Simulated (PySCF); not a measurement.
Species: WH$_{6}$, charge -1, multiplicity 2. The spin state was set by rule; other spins were not relaxed. 
Coordinates optimised at B3LYP-D3(BJ)/def2-TZVP (Ansatz):
```xyz
7

W      0.0043    -0.0162     0.0024
H      0.6753     1.5278     0.4272
H     -0.3203     0.4351     1.6442
H     -0.8804    -1.4166     0.7139
H      1.6347    -0.1917    -0.6114
H     -0.0396     1.0797    -1.3436
H     -1.3896    -0.2351    -1.0044
```
Charge -1, spin multiplicity 2.

Dispersion corrections to the total energy (kcal/mol) from the dftd3 and dftd4 libraries through PySCF: D3(BJ) without and D4 with the three-body term, each with the damping fitted for the functional named.

```csv
functional,D3(BJ),D4
B2GP-PLYP,-2.17,-1.95
B3LYP,-4.23,-7.64
BLYP,[?],-10.53
TPSS,-2.87,[?]
PW6B95,[?],-4.42
BHLYP,-3.60,-5.80
PBE,-2.26,-4.76
```

**Question.** Complete the blanks.

**Answer.** 
- BLYP, D3(BJ): -5.09
- TPSS, D4: -6.38
- PW6B95, D3(BJ): -1.29
